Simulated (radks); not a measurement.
Valence configurations of the mercury ion Hg+ (all share [Xe]). Calculated with a radial shooting solver on a logarithmic mesh with Libxc functionals: scalar-relativistic Kohn-Sham, PBEsol, spin-polarised, spherical densities, point nucleus; open shells are filled with parallel spins first (spin-orbit coupling, left out, can overturn this in heavy ions). Energies are relative to 4f14 5d10 6s1; eigenvalues in eV for spin up.

| valence | E (eV) | moment (Bohr magnetons) | e(4f) | e(5d) | e(6p) | e(6s) |
|---|---|---|---|---|---|---|
| 4f14 5d10 6s1 | 0.000 | 1 | -105.00 | -19.011 | - | -15.168 |
| 4f14 5d10 6s0.5 6p0.5 | 3.735 | 1 | -105.94 | -19.862 | -8.258 | -15.770 |
| 4f14 5d9 6s2 | 4.865 | 1 | -108.84 | -21.794 | - | -16.131 |
| 4f14 5d9.5 6s1 6p0.5 | 5.699 | 2 | -107.78 | -21.324 | -8.738 | -16.578 |
| 4f14 5d10 6p1 | 7.508 | 1 | -106.86 | -20.683 | -8.756 | - |
| 4f14 5d9 6s1.5 6p0.5 | 8.527 | 2 | -109.75 | -22.735 | -8.969 | -17.067 |
| 4f14 5d9 6s1 6p1 | 11.863 | 3 | -110.56 | -23.596 | -9.645 | -17.895 |
| 4f14 5d9 6s0.5 6p1.5 | 16.008 | 3 | -111.44 | -24.373 | -10.083 | -18.415 |
| 4f13 5d10 6s1 6p1 | 104.81 | 3 | -123.42 | -24.803 | -9.674 | -17.990 |
| 4f12 5d10 6s1 6p2 | 225.27 | 5 | -142.60 | -30.830 | -11.401 | -20.648 |

NIST lists [Xe] 4f14 5d10 6s1 as the ground configuration; this level of theory agrees among the configurations tried. The energies are those of spherical high-spin densities, not of single terms.
